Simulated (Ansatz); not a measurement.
`O=COC[SiH2]Cl` and `OC[SiH2]Cl` differ in one atom or group.

Ansatz, PBE0-D4/def2-TZVP geometries, multiplicity 1. Each molecule was computed in one conformer, which needn't be the lowest.

```csv
property,`O=COC[SiH2]Cl`
LUMO energy (B3LYP/def2-TZVPP) / eV,-0.49
HOMO energy (PBE/def2-TZVPP) / eV,-6.88
LUMO energy (ωB97M-V/def2-TZVPP) / eV,1.97
HOMO–LUMO gap (ωB97M-V/def2-TZVPP) / eV,12.69
HOMO energy (ωB97M-V/def2-TZVPP) / eV,-10.72
HOMO energy (PBE0/def2-TZVPP) / eV,-8.48
```

(1) What does the change do to each property? (An estimate is asked.)

Answers

(1) The calculation gave: 
| property | `OC[SiH2]Cl` | shift |
| --- | --- | --- |
| LUMO energy (B3LYP/def2-TZVPP) / eV | -0.26 | 0.23 |
| HOMO energy (PBE/def2-TZVPP) / eV | -6.25 | 0.63 |
| LUMO energy (ωB97M-V/def2-TZVPP) / eV | 1.74 | -0.23 |
| HOMO–LUMO gap (ωB97M-V/def2-TZVPP) / eV | 11.86 | -0.83 |
| HOMO energy (ωB97M-V/def2-TZVPP) / eV | -10.12 | 0.60 |
| HOMO energy (PBE0/def2-TZVPP) / eV | -7.78 | 0.70 |

With PBE0 the HOMO rises by 0.70 eV and the LUMO rises by 0.17 eV, so the gap narrows by about 0.53 eV. PBE moves the HOMO by 0.63 eV and ωB97M-V by 0.60 eV. The zero-point energy changes by -27.3 kJ/mol with -6 modes.

B3LYP here is the variant with VWN-RPA as its local correlation; programs differ in this.
